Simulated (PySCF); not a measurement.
A survey of ¹⁹F NMR shifts

PySCF 2.14.0 with density-fitted response routines calculation with PBE0/pcSseg-1 with gauge-including orbitals and structure optimised with GFN2-xTB; one averaged value for each set of equivalent atoms, gas phase, relativity neglected, a single conformation.

Shieldings were converted by a linear fit to measured shifts: ¹⁹F (scatter 6.0 ppm rms, 7.0 ppm with the 5 outliers that the fit left out vs CFCl3, solution or neat liquid, with a term for F on sp3 carbon). Occasional misses reach two or three times the rms, and more in compound classes unlike the fitted ones.

Q: Give the ¹⁹F shifts of `CC(C)[C@@H](F)[C@](C)(F)C(=O)F`, `N#Cc1ccc(F)cc1`.

A: 
```csv
compound,environment,δ (ppm)
[CH3:1][CH:2]([CH3:3])[C@@H:4]([F:5])[C@:6]([CH3:7])([F:8])[C:9](=[O:10])[F:11],F11: fluorine bonded to C,35.1
[CH3:1][CH:2]([CH3:3])[C@@H:4]([F:5])[C@:6]([CH3:7])([F:8])[C:9](=[O:10])[F:11],F8: fluorine on an sp3 carbon,-162.2
[CH3:1][CH:2]([CH3:3])[C@@H:4]([F:5])[C@:6]([CH3:7])([F:8])[C:9](=[O:10])[F:11],F5: fluorine on an sp3 carbon,-186.3
N#Cc1ccc(F)cc1,aryl fluorine,-101.3
```

Q: Match the shifts -100.8, -109.0, -196.9 ppm to `N#CC(/C=C\F)=C/[SiH3]`, `N#CC1=CC[SiH2][C@H]1F`, `N#Cc1cccc(F)c1`.

A: -100.8: N#CC(/C=C\F)=C/[SiH3] (vinylic fluorine); -109.0: N#Cc1cccc(F)c1 (aryl fluorine); -196.9: N#CC1=CC[SiH2][C@H]1F (fluorine on an sp3 carbon).
